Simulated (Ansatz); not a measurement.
C2H7FGaNO, SMILES `CN[C](O)(F)[GaH2]`. The species carries charge 0 and has multiplicity 1.

```xyz
13

C    -0.871    0.044   -1.393
N    -0.963   -0.398   -0.017
C     0.053    0.077    0.861
O     0.239    1.456    0.888
F    -0.385   -0.307    2.129
Ga    1.862   -0.761    0.526
H     0.088   -0.266   -1.813
H    -1.658   -0.439   -1.974
H    -0.953    1.131   -1.524
H    -1.879   -0.228    0.386
H    -0.603    1.886    1.095
H     2.346   -1.047   -0.938
H     2.725   -1.148    1.773
```

(1) What are the harmonic wavenumbers in cm⁻¹ at PBE0-D4/def2-TZVP (Ansatz, finite differences of forces, unscaled)? (An estimate is asked.)

(2) Is this a minimum?

(3) Give the ideal-gas thermochemistry at 298.15 K and 1 bar (rigid rotor, harmonic oscillator; point group C1, symmetry number 1).

(4) Rotational constants (cm⁻¹)?

Results:

(1) The calculation gave: 69, 111, 129, 185, 209, 260, 304, 322, 462, 490, 588, 604, 647, 719, 751, 968, 1023, 1073, 1152, 1178, 1193, 1343, 1451, 1469, 1487, 1518, 1970, 1991, 3016, 3097, 3138, 3507, 3733.

(2) Yes, all 33 modes are real.

(3) Zero-point energy 240.2 kJ/mol; H(298) − E = 265.7 kJ/mol; entropy 384.8 J/(mol·K), of which translation 171.3, rotation 118.0, vibration 95.5; G(298) − E = 151.0 kJ/mol. Modes under 100 cm⁻¹ are hindered rotations or soft bends, so the harmonic entropy is rough.

(4) 0.1004, 0.05734, 0.04619.
